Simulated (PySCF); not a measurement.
Gas-phase reaction: SnH₂F₂ + 2 SnH₃Cl ⇌ SnH₂Cl₂ + 2 HF + 2 SnH₂

Energies from PySCF, thermal terms from the rigid-rotor harmonic-oscillator model, ideal gas at 1 bar. † marks an energy on the PBE0/def2-TZVP geometry and frequencies; other levels use their own. All species are closed-shell singlets. Sn: scalar-relativistic def2 core potential, no spin-orbit coupling. SnH₂F₂, SnH₃Cl, SnH₂Cl₂, SnH₂: computed as isolated molecules; such fragments, hydroxides, amides, oligomers or adducts are transient or little studied in the gas.

ωB97X-V/def2-TZVP† gives ΔH°(298 K) = 308 kJ.

Q: What do M06-2X/def2-TZVP†, PBE0/def2-SVP†, PBE/def2-SVP give?

A: M06-2X/def2-TZVP†: 294 kJ; PBE0/def2-SVP†: 264 kJ; PBE/def2-SVP: 270 kJ. For scale, ΔH°(298 K) is 308 kJ at this level, 280 kJ at ωB97M-V/def2-TZVP†, and runs from 80 to 316 kJ over the 18 levels computed.
